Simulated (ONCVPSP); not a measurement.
u(r) = r·R(r): atom against pseudo-atom (oxygen)

Columns: radius, all-electron u(r) and pseudo u(r) of the 2p shell (level -9.20 eV) of oxygen in the configuration [He] 2s2 2p4; LDA (Perdew-Wang 92), scalar-relativistic, ONCV scheme, ONCVPSP 4.0.1.

| r (bohr) | all-electron | pseudo |
| --- | --- | --- |
| 0.098 | 0.1005 | 0.0292 |
| 0.195 | 0.2825 | 0.1112 |
| 0.292 | 0.4612 | 0.2348 |
| 0.390 | 0.6087 | 0.3849 |
| 0.488 | 0.7167 | 0.5408 |
| 0.585 | 0.7872 | 0.6827 |
| 0.682 | 0.8273 | 0.7978 |
| 0.780 | 0.8433 | 0.8779 |
| 0.878 | 0.8409 | 0.9187 |
| 0.975 | 0.8253 | 0.9231 |
| 1.072 | 0.8006 | 0.8987 |
| 1.170 | 0.7694 | 0.8537 |
| 1.268 | 0.7344 | 0.7977 |
| 1.365 | 0.6975 | 0.7393 |
| 1.463 | 0.6594 | 0.6830 |
| 1.560 | 0.6216 | 0.6326 |
| 1.658 | 0.5840 | 0.5879 |
| 1.755 | 0.5477 | 0.5486 |
| 1.852 | 0.5128 | 0.5129 |
| 1.950 | 0.4791 | 0.4790 |
| 2.047 | 0.4472 | 0.4472 |
| 2.145 | 0.4167 | 0.4167 |
| 2.242 | 0.3882 | 0.3882 |
| 2.340 | 0.3610 | 0.3610 |
| 2.438 | 0.3355 | 0.3355 |
| 2.535 | 0.3118 | 0.3118 |

Q: How many radial nodes do the two functions have?

A: The all-electron 2p function has n − l − 1 = 0; the pseudo-wave has 0.

Q: At about which radius was the pseudo-wave matched?

A: 1.95 bohr. The columns agree to 0.0005 from 1.85 bohr on; several derivatives are matched, so the curves merge somewhat inside the radius.

Q: Where does each function peak?

A: Outermost all-electron maximum near 0.78 bohr, pseudo maximum near 0.97 bohr (to the table’s step).

Q: Is the pseudo-wave norm-conserving?

A: Yes: the ONCV scheme keeps the norm inside the radius equal to the all-electron one, which fixes the energy derivative of the logarithmic derivative at the level.
